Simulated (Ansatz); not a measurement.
The same ligand exchange along the group B, Al, Ga, In.

Gas-phase electronic energies from Ansatz, PBE0-D4/def2-TZVP geometries. CCSD(T)/CBS adds triple-zeta CCSD(T) − MP2 to the extrapolated MP2 energy (def2 sets, frozen cores). This one scheme is used for every species. Elements past krypton have def2 core potentials. For Ga, Ge, In outer-core shells are correlated without core-valence functions, which leaves a few kJ/mol of doubt a bond. Scalar relativity is left out up to krypton. Each species was taken in one conformer, which may not be the lowest.

```csv
reaction,CCSD/CBS(def2) (kcal/mol),CCSD(T)/CBS(def2) (kcal/mol)
`[BH2][GeH2][F]` + `[OH][GeH3]` → `[F][GeH2][O][GeH3]` + BH₃,-14.7,-14.8
`[F][GeH2][AlH2]` + `[OH][GeH3]` → `[F][GeH2][O][GeH3]` + `[AlH3]`,-8.1,-8.1
`[F][GeH2][GaH2]` + `[OH][GeH3]` → `[F][GeH2][O][GeH3]` + `[GaH3]`,-5.3,-5.3
`[F][GeH2][InH2]` + `[OH][GeH3]` → `[F][GeH2][O][GeH3]` + `[InH3]`,-1.5,-1.6
```

Largest T1 diagnostic: 0.014, for `[InH3]`.
